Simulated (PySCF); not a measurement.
# Excitation energy of Cr by level of theory

Cr [Ar] 3d5 4s1 (7S) → Cr [Ar] 3d4 4s2 (5D), as a difference of total energies. Calculation: PySCF 2.14, in x2c-QZVPPall; the spin-free X2C one-electron Hamiltonian (Gaussian nucleus). Correlated levels: valence: [Ar] frozen; valence and next inner shell: [Ne] frozen. The calculations carry no spin-orbit coupling.

```json
{"method": "UHF", "excitation energy (eV)": "0.853"}
{"method": "LDA", "excitation energy (eV)": "1.932"}
{"method": "PBE", "excitation energy (eV)": "1.872"}
{"method": "PBE0", "excitation energy (eV)": "1.611"}
{"method": "r2SCAN", "excitation energy (eV)": "1.968"}
{"method": "B97-3", "excitation energy (eV)": "0.857"}
{"method": "M06-2X", "excitation energy (eV)": "0.164"}
{"method": "TPSSh", "excitation energy (eV)": "1.680"}
{"method": "BLYP", "excitation energy (eV)": "1.350"}
{"method": "MP2 (valence)", "excitation energy (eV)": "1.036"}
{"method": "SCS-MP2 (valence)", "excitation energy (eV)": "0.070"}
{"method": "MP2 (valence and next inner shell)", "excitation energy (eV)": "1.479"}
{"method": "SCS-MP2 (valence and next inner shell)", "excitation energy (eV)": "0.586"}
```

Errors of the correlated levels include the incompleteness of this basis and the frozen core.

Task: Which method comes closest to the reference value, and which is furthest?

Result: The reference is 1.003 eV (measured; NIST levels, between the centres of gravity of the two terms). Closest: MP2 (valence) (error 0.033 eV); furthest: r2SCAN (error 0.965 eV).
